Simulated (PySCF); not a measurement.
Vertical excitations of a molecule C₃H₉Ge, multiplicity 2 from TDA-LC-ωPBE/def2-SVPD (PySCF 2.14.0), as energy in eV (oscillator strength): 5.02 (0.020), 5.02 (0.020), 5.70 (0.058), 5.81 (0.094), 5.81 (0.094), 6.61 (0.082), 7.71 (0.038), 7.80 (0.000), 7.80 (0.000), 7.87 (0.024). Geometry optimised at B3LYP-D3(BJ)/def2-SVP. Other conformers were not sampled.

Task: Pick the molecule that these values belong to.
A) C[CH][CH2][GeH3]
B) C[C](C)[GeH3]
C) [CH3][Ge]([CH3])[CH3]

Result: C, [CH3][Ge]([CH3])[CH3]
